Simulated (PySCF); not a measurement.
Polarisability and C₆ of Mn(2+) (manganese, charge +2)

[Ar] 3d5, high-spin 6S determinant. Calculation: PySCF 2.14, in aug-cc-pVDZ (7s6p4d2f, 59 functions); no relativity, point nucleus. Coupled (time-dependent) response in atomic units; α is the mean over directions. A double-zeta set is small for polarisabilities.

| method | mean α (bohr³) | C₆ (like pair) | S(−4) |
| --- | --- | --- | --- |
| CAM-B3LYP | 3.701 | 10.40 | 7.977 |

S(−4) is the Cauchy moment in α(ω) = α(0) + S(−4) ω² + …

α(iu) at CAM-B3LYP:

```json
{"u (hartree)": "0", "α(iu) (bohr³)": "3.701"}
{"u (hartree)": "0.0500", "α(iu) (bohr³)": "3.681"}
{"u (hartree)": "0.100", "α(iu) (bohr³)": "3.624"}
{"u (hartree)": "0.200", "α(iu) (bohr³)": "3.425"}
{"u (hartree)": "0.300", "α(iu) (bohr³)": "3.168"}
{"u (hartree)": "0.500", "α(iu) (bohr³)": "2.660"}
{"u (hartree)": "0.750", "α(iu) (bohr³)": "2.164"}
{"u (hartree)": "1.00", "α(iu) (bohr³)": "1.799"}
{"u (hartree)": "1.50", "α(iu) (bohr³)": "1.307"}
{"u (hartree)": "2.00", "α(iu) (bohr³)": "0.9950"}
{"u (hartree)": "3.00", "α(iu) (bohr³)": "0.6299"}
{"u (hartree)": "5.00", "α(iu) (bohr³)": "0.3087"}
```

A single London oscillator, α(iu) = α/(1 + u²/ω²), gives C₆ = (3/4) ω α². Matching the computed C₆ needs ω = 4 × 10.40 / (3 × 3.701²) = 1.01 hartree.

For an ion, C₆ is the dispersion term alone; charge-induced terms of lower order in 1/R come first.
